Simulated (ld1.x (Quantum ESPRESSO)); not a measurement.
**What one change does to a pseudopotential (hydrogen, TM semilocal)**

hydrogen (H), norm-conserving Troullier–Martins (semilocal form), made with ld1.x (Quantum ESPRESSO) 7.5 (PBE, non-relativistic). Core none, reference 1s1. Waves: 1s (bound): rc 1.00 bohr. Local part: the s channel. Core correction: none.

All-electron outer shells of the reference configuration (PBE, non-relativistic, ld1.x):

| shell | level (eV) | outermost node (bohr) | outermost maximum (bohr) |
| --- | --- | --- | --- |
| 1s | -6.49 | – | 1.03 |

Change: type PAW, which also changes the form from semilocal to separable; waves now 1s (bound): rcut 0.85, rcutus 1.00 bohr; 1s channel at 0.35 Ry: rcut 0.85, rcutus 1.00 bohr; local potential all-electron potential smoothed inside 0.95 bohr (lloc = -1); augmentation PSQ, inside the norm-conserving radii.

Cutoffs: the cutoffs (Ry, on a coarse ladder) from which the occupation-weighted sum of valence levels, in a spherical-Bessel basis at the reference potential, stays within 10 and 1 mRy of its value at 400 Ry; they do not see the model core or the augmentation charge, which bear on the density cutoff. Errors are all-electron minus pseudo energies relative to the spin-unpolarised reference configuration.

Question: Predict the effect on cutoff, ghosts and configuration errors.

Answer: The potential gets softer (25 Ry and 50 Ry → 18 Ry and 35 Ry); neither file shows a bound ghost. In the semilocal form every listed channel keeps its own potential, so the choice of the local channel does not act on these tests. It acts once the file is put into the separable form. A semilocal file is local in each channel, so a ghost entry of none says nothing of the separable form that plane-wave codes build from it. Several settings change at once here, so the effects cannot be laid on one of them.

| quantity | base | changed |
| --- | --- | --- |
| cutoff, loose | 25 Ry | 18 Ry |
| cutoff, tight | 50 Ry | 35 Ry |
| bound ghosts | none | none |
| error for 1s0.5, meV [ΔE 4.76 eV] | +0.5 | 0.0 |
| s: phases at 1.10 bohr within 0.05 rad from the reference energy up to (Ry; the scan ends near 5) | to the end of the scan | to the end of the scan |
